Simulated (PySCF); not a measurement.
## `F[C@@H]1CC[C@@H]2O[C@H]12`, C$_{5}$H$_{7}$FO

Molfile (atoms numbered from 1):
```
C5H7FO
     RDKit          3D

 14 15  0  0  0  0  0  0  0  0999 V2000
    0.3823   -0.1681   -2.4121 F   0  0  0  0  0  0  0  0  0  0  0  0
    0.1538   -0.5504   -1.1115 C   0  0  2  0  0  0  0  0  0  0  0  0
   -1.0599    0.1757   -0.5163 C   0  0  0  0  0  0  0  0  0  0  0  0
   -0.7996    0.2235    0.9954 C   0  0  0  0  0  0  0  0  0  0  0  0
    0.7137    0.2668    1.0902 C   0  0  2  0  0  0  0  0  0  0  0  0
    1.3251    1.1608    0.2091 O   0  0  0  0  0  0  0  0  0  0  0  0
    1.2929   -0.1822   -0.1780 C   0  0  2  0  0  0  0  0  0  0  0  0
    0.0302   -1.6413   -1.1335 H   0  0  0  0  0  0  0  0  0  0  0  0
   -1.9974   -0.3138   -0.7690 H   0  0  0  0  0  0  0  0  0  0  0  0
   -1.0666    1.1863   -0.9252 H   0  0  0  0  0  0  0  0  0  0  0  0
   -1.2650    1.0914    1.4602 H   0  0  0  0  0  0  0  0  0  0  0  0
   -1.1615   -0.6792    1.4901 H   0  0  0  0  0  0  0  0  0  0  0  0
    1.2054    0.1171    2.0433 H   0  0  0  0  0  0  0  0  0  0  0  0
    2.2459   -0.6870   -0.2649 H   0  0  0  0  0  0  0  0  0  0  0  0
  1  2  1  0
  2  3  1  0
  3  4  1  0
  4  5  1  0
  5  6  1  0
  6  7  1  0
  7  2  1  0
  7  5  1  0
  2  8  1  6
  3  9  1  0
  3 10  1  0
  4 11  1  0
  4 12  1  0
  5 13  1  1
  7 14  1  1
M  END
```

Theory: TDDFT LC-wPBE/def2-SVPD circular dichroism and optical rotation, one conformer, gas phase (PySCF 2.14.0). Geometry: GFN2-xTB.

Problem. Assign R or S to each stereocentre.

Solution. C2 R, C5 S, C7 S.

Problem. List the lowest 16 singlet excitations with oscillator and rotatory strengths.

Solution. Rotatory strengths R in 10⁻⁴⁰ esu² cm², velocity form and length form (origin at the centre of mass); f in length form.
| state | E (eV) | λ (nm) | f | R (velocity) | R (length) | main |
| --- | --- | --- | --- | --- | --- | --- |
| 1 | 8.39 | 148 | 0.001 | +2.0 | +1.8 | HOMO→LUMO+1 0.31, HOMO→LUMO+9 0.22 |
| 2 | 8.52 | 146 | 0.012 | +8.2 | +8.7 | HOMO→LUMO 0.61, HOMO→LUMO+3 0.09 |
| 3 | 9.00 | 138 | 0.037 | -11.3 | -9.2 | HOMO→LUMO+2 0.36, HOMO→LUMO+3 0.17 |
| 4 | 9.26 | 134 | 0.040 | +25.8 | +25.9 | HOMO−1→LUMO 0.52, HOMO→LUMO+2 0.14 |
| 5 | 9.35 | 133 | 0.014 | -28.6 | -29.7 | HOMO→LUMO+1 0.21, HOMO−1→LUMO 0.20 |
| 6 | 9.47 | 131 | 0.033 | -31.6 | -33.8 | HOMO−1→LUMO+1 0.25, HOMO→LUMO+3 0.14 |
| 7 | 9.60 | 129 | 0.039 | +6.0 | +6.9 | HOMO−1→LUMO+1 0.16, HOMO→LUMO+3 0.11 |
| 8 | 9.79 | 127 | 0.014 | +4.7 | +5.2 | HOMO−2→LUMO+1 0.27, HOMO−1→LUMO+3 0.24 |
| 9 | 9.85 | 126 | 0.009 | -10.2 | -10.6 | HOMO→LUMO+4 0.29, HOMO−1→LUMO+2 0.20 |
| 10 | 9.93 | 125 | 0.007 | +11.5 | +10.0 | HOMO−1→LUMO+2 0.33, HOMO→LUMO+4 0.12 |
| 11 | 10.10 | 123 | 0.054 | +15.6 | +17.3 | HOMO−1→LUMO+3 0.17, HOMO−2→LUMO+1 0.11 |
| 12 | 10.21 | 121 | 0.019 | +6.0 | +6.2 | HOMO→LUMO+6 0.22, HOMO→LUMO+7 0.14 |
| 13 | 10.33 | 120 | 0.013 | +44.4 | +44.2 | HOMO−2→LUMO 0.21, HOMO→LUMO+6 0.11 |
| 14 | 10.40 | 119 | 0.005 | +13.0 | +11.7 | HOMO→LUMO+4 0.17, HOMO−3→LUMO+1 0.13 |
| 15 | 10.46 | 119 | 0.049 | -5.1 | -3.8 | HOMO→LUMO+5 0.51 |
| 16 | 10.53 | 118 | 0.022 | +8.0 | +8.1 | HOMO−3→LUMO 0.38 |

Among the states computed, the strongest CD band (largest |R|) is state 13. The largest dissymmetry factor in size, g = 4R/(D+G), with D and G the electric and magnetic dipole strengths, is +0.058 for state 13 (velocity form, f = 0.012), among bands with |R| over 0.5. The mirror image has the same energies and oscillator strengths and all R with the opposite sign.
